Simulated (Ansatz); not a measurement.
# Worked example: the step energy

An elementary step of BH2Cl3O, singlet (BHCl₂O ([OH][B]([Cl])[Cl]) + HCl → BCl₃ ([Cl][B]([Cl])[Cl]) + H₂O (still joined by a long B–O bond); B–O, H–Cl broken or loosened, B–Cl, O–H formed or tightened). “Start” and “end” are the PBE0-D4/def2-TZVP structures reached by relaxing down either side of its saddle point, with the molecules still in contact.

Ansatz 0.2.0; basis: def2-TZVPP and def2-QZVPP; cores frozen in the correlated methods.

Energies in eV:

| quantity | end | start |
| --- | --- | --- |
| Hartree–Fock, triple zeta (X = 3) | -40256.95551 | -40257.71486 |
| Hartree–Fock, quadruple zeta (X = 4) | -40258.10763 | -40258.87908 |
| MP2 correlation, X = 3 | -25.41654 | -25.00589 |
| MP2 correlation, X = 4 | -27.79116 | -27.32633 |
| CCSD(T) correlation, X = 3 | -27.83203 | -27.52002 |

Task: Work out the step energy at the basis limit: extrapolate Hartree–Fock as E(X) = E∞ + A exp(−7.88 √X) and the MP2 correlation as E(X) = E∞ + B X^−2.97 (the exponents that Neese and Valeev fitted for def2-TZVPP and QZVPP), then add CCSD(T) − MP2 in triple zeta.

Result: Each step is linear, so take the differences first (end − start): Hartree–Fock 0.75935 (X = 3) and 0.77145 (X = 4); MP2 correlation -0.41065 and -0.46483; CCSD(T) correlation -0.31201.
Two points give E∞ = E(4) + w [E(4) − E(3)], with w = 1/(exp(7.88 (2 − √3)) − 1) = 0.1377 for Hartree–Fock and w = 1/((4/3)^2.97 − 1) = 0.7407 for the correlation.
Hartree–Fock: 0.77145 + 0.1377 × 0.01210 = 0.7731 eV.
MP2 correlation: -0.46483 + 0.7407 × (-0.05418) = -0.5050 eV.
CCSD(T) − MP2: -0.31201 − (-0.41065) = 0.0986 eV.
Sum: 0.7731 + (-0.5050) + 0.0986 = 0.3667 eV, or 8.46 kcal/mol. Plain CCSD(T) in triple zeta gives 0.4473 eV, so the larger basis shifts the result by -0.0806 eV.

No T1 diagnostic of these runs exceeds 0.011.

Hydrogen chloride, the by-product of chloride precursors, can attack films and sites by steps of this kind.

Labels in which every atom is bracketed show which atoms are joined, not bond orders.

For scale, one of the runs: CCSD(T)/def2-TZVPP, 216 basis functions (an equivalent command: `ansatz run in.yaml --threads 4`). Time: 87 s of wall clock on 4 CPU threads; the host was shared. Peak host memory: 3.1 GiB.
